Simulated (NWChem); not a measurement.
The numbers come from NWChem runs, not from measurements. System: CH2Cl, charge 0, spin multiplicity 2, at a geometry optimised with UB3LYP/def2-SVP. The structure started from a generated list of species. Its SCF solution wasn't tested for a lower state. Level: ULC-wPBE (omega 0.3 per bohr)/def2-TZVP.

Part of the output:

```
             Northwest Computational Chemistry Package (NWChem) 7.3.0
             --------------------------------------------------------

                                NWChem Input Module
                                -------------------

 Scaling coordinates for geometry "geometry" by  1.889725989
 (inverse scale =  0.529177249)

 Turning off AUTOSYM since
 SYMMETRY directive was detected!

                             Geometry "geometry" -> ""
                             -------------------------

 Output coordinates in angstroms (scale by  1.889725989 to convert to a.u.)

  No.       Tag          Charge          X              Y              Z
 ---- ---------------- ---------- -------------- -------------- --------------
    1 C                    6.0000     0.00000000     0.00000000    -1.12050700
    2 Cl                  17.0000     0.00000000     0.00000000     0.58752700
    3 H                    1.0000     0.96199700     0.00000000    -1.63245800
    4 H                    1.0000    -0.96199700     0.00000000    -1.63245800

 Effective nuclear repulsion energy (a.u.)      45.1399200962

            Nuclear Dipole moment (a.u.)
            ----------------------------
        X                 Y               Z
 ---------------- ---------------- ----------------
     0.0000000000     0.0000000000     0.0000018897

      Symmetry information
      --------------------

 Group name             C2v
 Group number             16
 Group order               4
 No. of unique centers     3

      Symmetry unique atoms

     1    2    3


 Summary of "ao basis" -> "" (spherical)
 ------------------------------------------------------------------------------
       Tag                 Description            Shells   Functions and Types
 ---------------- ------------------------------  ------  ---------------------
 *                         def2-tzvp                  on all atoms

  pbe96 is a nonlocal functional; adding pw91lda local functional.

                                 NWChem DFT Module
                                 -----------------

 Summary of "ao basis" -> "ao basis" (spherical)
 ------------------------------------------------------------------------------
       Tag                 Description            Shells   Functions and Types
 ---------------- ------------------------------  ------  ---------------------
 C                         def2-tzvp                11       31   5s3p2d1f
[...]
  ----- ------------  ---------------      ----- ------------  ---------------
     5      1.675436  1 C  s                 71     -1.103192  3 H  s
    77     -1.103192  4 H  s                 36     -0.750336  2 Cl s
     4      0.683395  1 C  s                 51      0.676413  2 Cl pz
    11      0.314021  1 C  pz                48      0.301060  2 Cl pz
     3      0.177416  1 C  s                 14      0.138175  1 C  pz

 Vector   15  Occ=0.000000D+00  E= 1.628218D-01  Symmetry=a1
              MO Center= -1.3D-15, -3.5D-16, -7.4D-01, r^2= 4.9D+00
   Bfn.  Coefficient  Atom+Function         Bfn.  Coefficient  Atom+Function
  ----- ------------  ---------------      ----- ------------  ---------------
    71      1.569872  3 H  s                 77      1.569872  4 H  s
    14      1.444780  1 C  pz                 5     -1.210501  1 C  s
    36     -1.087668  2 Cl s                 51      0.772143  2 Cl pz
    11      0.266019  1 C  pz                 8      0.235308  1 C  pz
     4      0.166000  1 C  s                 70     -0.153268  3 H  s

   alpha - beta orbital overlaps
   -----------------------------

   alpha      1      2      3      4      5      6      7      8      9     10
    beta      1      2      3      4      5      6      7      8      9     10
 overlap   1.000  1.000  1.000  1.000  1.000  1.000  0.999  0.998  1.000  1.000

   alpha     11     12     13     14     15     16     17     18     19     20
    beta     11     12     13     14     15     16     17     18     19     20
 overlap   0.977  1.000  0.967  0.997  0.998  1.000  0.997  0.995  0.985  1.000

   alpha     21     22     23     24     25     26     27     28     29     30
    beta     21     22     23     24     25     27     26     28     31     29
 overlap   0.997  1.000  0.985  0.999  0.981  0.992  0.981  1.000  0.999  1.000

   alpha     31     32     33     34     35     36     37     38     39     40
    beta     30     32     34     33     35     36     37     38     39     40
 overlap   0.999  0.992  0.999  0.999  1.000  0.995  0.999  0.998  1.000  1.000

   alpha     41     42     43     44     45     46     47     48     49     50
    beta     41     42     44     43     45     46     47     48     49     50
 overlap   1.000  0.995  0.918  0.993  0.918  0.997  1.000  1.000  0.998  1.000

   alpha     51     52     53     54     55     56     57     58     59     60
    beta     51     52     53     54     55     56     57     58     59     60
 overlap   0.999  1.000  0.986  0.962  0.962  1.000  0.986  0.999  0.999  1.000

   alpha     61     62     63     64     65     66     67     68     69     70
    beta     61     62     63     64     65     66     67     68     69     70
 overlap   0.991  0.990  1.000  1.000  1.000  0.999  1.000  0.999  0.999  0.998

   alpha     71     72     73     74     75     76     77     78     79     80
    beta     71     72     73     74     75     76     77     78     79     80
 overlap   0.999  1.000  1.000  1.000  1.000  1.000  1.000  1.000  1.000  1.000

     --------------------------
     Expectation value of S2:
     --------------------------
      <S2> =      0.7552 (Exact =     0.7500)

 center of mass
 --------------
 x =   0.00000000 y =   0.00000000 z =   0.14692815

 moments of inertia (a.u.)
 ------------------
         115.033551120888           0.000000000000           0.000000000000
           0.000000000000         121.694870089799           0.000000000000
           0.000000000000           0.000000000000           6.661318968912

     Multipole analysis of the density
     ---------------------------------

     L   x y z        total         alpha         beta         nuclear
     -   - - -        -----         -----         ----         -------
     0   0 0 0     -0.000000    -13.000000    -12.000000     25.000000

     1   1 0 0     -0.000000     -0.000000      0.000000      0.000000
     1   0 1 0     -0.000000     -0.000000     -0.000000      0.000000
     1   0 0 1     -0.429846      0.611179     -1.041027      0.000002

     2   2 0 0    -13.647698    -10.389925     -9.867372      6.609599
     2   1 1 0     -0.000000     -0.000000     -0.000000      0.000000
     2   1 0 1     -0.000000      0.000000     -0.000000      0.000000
     2   0 2 0    -15.199816     -8.745873     -6.453942      0.000000
     2   0 1 1      0.000000      0.000000     -0.000000      0.000000
     2   0 0 2    -12.726345    -42.480463    -37.136378     66.890496

 Task  times  cpu:       27.2s     wall:       27.2s

 Total times  cpu:       27.2s     wall:       27.2s
```

Problem. Write an NWChem input that would produce this output.

Solution. One answer among several that fit: 
```
start mol
memory heap 200 mb stack 900 mb global 1100 mb
geometry units angstroms nocenter noautoz
  C      0.000000     0.000000    -1.120507
  Cl     0.000000     0.000000     0.587527
  H      0.961997     0.000000    -1.632458
  H     -0.961997     0.000000    -1.632458
  symmetry group C2v
end
basis spherical
  * library def2-tzvp
end
dft
  xc xwpbe 1.00 cpbe96 1.0 hfexch 1.00
  cam 0.3 cam_alpha 0.00 cam_beta 1.00
  odft
  mult 2
  direct
  iterations 100
end
task dft energy
```
